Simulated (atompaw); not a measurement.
# LDA (PW92) PAW (atompaw) dataset for boron, non-relativistic all-electron reference.

The input file (atompaw 4.2.0.5):

```
B 5
LDA-PW loggrid 1500 logderivrange -3 5 201
2 2 0 0 0 0
2 0 1.75
2 1 1.25
0 0 0
c
v
v
2
2.45 1.90 1.60 1.55
y
0.5
n
y
1.25
n
y
-0.15
n
bloechl besselshape
3 0 troulliermartins
PWSCFOUT
UPFDX 0.0125d0 UPFXMIN -7.d0 UPFZMESH 5.d0
END
```

Command:

```bash
atompaw < B.input > B.log
```

The program printed (summary file):

```
Completed calculations for B (AE)

 Exchange-correlation type: LDA, Perdew-Wang correlation

 Radial integration grid is logarithmic
 r0 =   1.4561695E-03 h =   7.2808477E-03   n =      1500 rmax =   8.0000000E+01

 Non-relativistic calculation

 AEatom converged in  24 iterations
   nz     =   5.00
   delta  =       4.512847475367E-17

 All Electron Orbital energies:
  n  l      occupancy      energy
  1  0      2.0000000E+00 -1.3147957E+01
  2  0      1.7500000E+00 -6.9845245E-01
  2  1      1.2500000E+00 -2.8166437E-01

 Total energy
   Total                    :      -48.58228489491913

 ---
 Completed calculations for B (SC)

 Exchange-correlation type: LDA, Perdew-Wang correlation

 Radial integration grid is logarithmic
 r0 =   1.4561695E-03 h =   7.2808477E-03   n =      1500 rmax =   8.0000000E+01

 Non-relativistic calculation

 SCatom converged in   1 iterations
   nz     =   5.00
   delta  =       1.774847084278E-19

 Valence Electron Orbital energies:
  n  l      occupancy      energy
   2  0      1.7500000E+00 -6.9845245E-01
   2  1      1.2500000E+00 -2.8166437E-01

 Total energy
   Total                    :      -48.58228489506492
   Valence                  :      -10.31534250352451

 PAW parameters:
       lmax =            2
         rc =    2.4625772971617987
        irc =         1022
   rc_shape =    1.9082892743856139
    rc_vloc =    1.6021093706652012
    rc_core =    1.5560816002709625
   Vloc: Norm-conserving Troullier-Martins with l= 3;e=   0.0000E+00
   Projector type: Bloechl + Gram-Schmidt ortho.
   Bessel compensation charge shape zeroed at   1.9083E+00

 Number of basis functions     5
 No.   n  nodes  l      Energy         Cp coeff         Occ
  1    2    1    0   -0.6984525E+00 -0.2979197E+01  0.1750000E+01
  2  999    2    0    0.5000000E+00 -0.3863048E+01  0.0000000E+00
  3    2    0    1   -0.2816644E+00  0.7896863E+00  0.1250000E+01
  4  999    1    1    0.1250000E+01  0.1461571E+01  0.0000000E+00
  5  999    0    2   -0.1500000E+00  0.3028190E-01  0.0000000E+00

 Eigenvalues of overlap operator (in the basis of projectors):
    1        2.99799041E-02
    2        3.09424850E-01
    3        8.16368811E-01
    4        4.35191878E+00
    5        8.43653005E+00

 Orbital leakage outside PAW augmentation regions
   orb  is_core?  %out_of_sphere
   1 0    T           0.00
   2 0    F          24.23
   2 1    F          36.18

 Summary of PAW energies
   Total valence energy     :    -10.31534252352578
   Smooth energy            :      3.16760728804938
   One center               :    -13.48294981157516
   Smooth kinetic           :      3.01357300700328
   Vloc energy              :     -0.51208259868678
   Smooth exch-corr         :     -1.99436775264498
   One-center xc            :     -5.02884402087197
```

The run took about 0.51 s on one core of a shared server CPU.
